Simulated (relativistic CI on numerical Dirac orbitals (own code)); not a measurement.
## What each ingredient does to the levels of Yb2+

Base calculation: Dirac-Coulomb-Breit CI, KLI orbitals optimised for each configuration, model QED, valence Slater integrals scaled by 0.85, P86 correlation energy added to each configuration.

CI space (outside the closed core [Kr] 4d10 5s2): 4f¹⁴5p⁶, 4f¹³5p⁶6s, 4f¹³5p⁶5d, 4f¹³5p⁶6p, 4f¹³5p⁶5f, 4f¹³5p⁶7s, 4f¹⁴5p⁵5d, 4f¹³5p⁶6d, 4f¹³5p⁶7p, 4f¹³5p⁶7d, 4f¹³5p⁶6f. Double excitations out of closed p, d and f shells are left out; levels of such configurations are missing from the list, as are those of other unlisted configurations, and high levels can miss mixing partners.

The lowest level and the first level of each name with at least 55 % of one term (blank where a level has no safe partner in the second run):

| Level | Base (cm⁻¹) | Shift (cm⁻¹) |
| --- | --- | --- |
| 4f¹⁴5p⁶ ¹S0 | 0.0 | 0.0 |
| 4f¹³5p⁶5d ³P°2 | 10056.8 | -1855.9 |
| 4f¹³5p⁶5d ³H°5 | 13862.7 | -1996.0 |
| 4f¹³5p⁶6s ³F°4 | 14284.9 | -1976.1 |
| 4f¹³5p⁶5d ³H°6 | 14984.0 | -1995.0 |
| 4f¹³5p⁶5d ³D°3 | 15961.9 | -1934.0 |
| 4f¹³5p⁶5d ³P°1 | 16027.3 | -1674.8 |
| 4f¹³5p⁶5d ³F°4 | 17293.2 | -1894.9 |
| 4f¹³5p⁶5d ³G°5 | 19859.8 | -1958.0 |
| 4f¹³5p⁶5d ³P°0 | 21353.9 | -1819.4 |
| 4f¹³5p⁶5d ³H°4 | 23856.7 | -1982.0 |
| 4f¹³5p⁶6s ³F°2 | 24420.5 | -1982.4 |
| 4f¹³5p⁶5d ³D°1 | 25917.1 | -1920.9 |
| 4f¹³5p⁶5d ³F°2 | 27608.5 | -1915.0 |

For a near-neutral ion this model can misplace configurations by up to about 10,000 cm⁻¹ (more where the count of f electrons changes) and terms by 10 to 25 % of their spread. Rates follow the energies as ν³ (E1, M1) or ν⁵ (E2), so they and the lifetimes can be off by large factors. The fine structure of a lone outer electron comes out too small, for d and f at times inverted, and misplaced configurations move strength between like terms. 25 of the 35 excited levels that our extract of the measured tables holds in this range could be paired (the sources list more); they are missed by 24596 cm⁻¹ on average and 33530 at most, and levels without a partner can miss by more.

Problem. One thing was changed in a second run, which moved the levels as shown. Which?
A. Breit term removed
B. only the first 3 configurations
C. QED terms removed
D. one mean potential for all configurations
E. no correlation estimate
F. valence Slater integrals scaled by 0.75

Solution. B. Only the first 3 configurations. With fewer configurations the levels that remain lose their mixing partners.

LS names give the leading component of a level, which can be under half, so a name can repeat, a term be missing and a line seem to break the LS rules.
